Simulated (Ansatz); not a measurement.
H$_{8}$In$_{2}$N$_{2}$, SMILES `[NH2+]1[InH2-][NH2+][InH2-]1`. The species carries charge 0 and has multiplicity 1. Correlated methods include outer-core shells of In, which these sets cover unevenly. In: def2 effective core potential.

```xyz
12

N    -1.1210    0.8041    0.5209
In   -0.3042   -1.1630    1.1406
N     1.1207   -0.8043   -0.5212
In    0.3042    1.1630   -1.1405
H    -1.0770    1.5071    1.2495
H    -2.0884    0.7637    0.2217
H    -1.4100   -2.3867    0.6507
H     0.5361   -0.9552    2.6276
H     1.0768   -1.5074   -1.2498
H     2.0881   -0.7638   -0.2219
H     1.4101    2.3862   -0.6495
H    -0.5355    0.9564   -2.6280
```

Task: Give the diagnostics of a CCSD(T)/def2-TZVPP run (frozen core, Ansatz 0.2.0). (Estimate.)

Result: Computed: T1 = 0.0139, largest single amplitude 0.029, largest double 0.024, (T) share of the correlation energy 3.2 %, 8 CCSD cycles. The RHF solution is stable towards an unrestricted one. T1 lies under the customary mark of 0.02 for closed shells.
